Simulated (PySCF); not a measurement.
## MgGa⁺ at r²SCAN

Level: r²SCAN. basis Mg def2-SVP, Ga def2-SVP; no relativity; PySCF 2.14.

* state: ¹Σ⁺ (singlet), closed shell
* bond length: 3.096 Å
* harmonic wavenumber: 157 cm⁻¹
* force constant: 0.259 mdyn/Å
* rotational constant Be: 0.09883 cm⁻¹
* anharmonicity ωexe: 0.798 cm⁻¹
* vibration–rotation constant αe: 0.000741 cm⁻¹
* well depth De to Mg + Ga⁺: 26.5 kcal/mol
* dissociation energy D0: 26.2 kcal/mol
* HOMO–LUMO gap: 2.37 eV
* bond order (Mayer): 0.79
* dipole moment (positive dipole points towards Ga; it is taken about the centre of mass and depends on that origin): -4.30 D

Closed-shell solutions of metal pairs were not tested for spin polarisation, which can lower them a little. For an ion De counts to the pair picked by the measured ionisation energies or electron affinities, which need not be the lowest pair at this level.
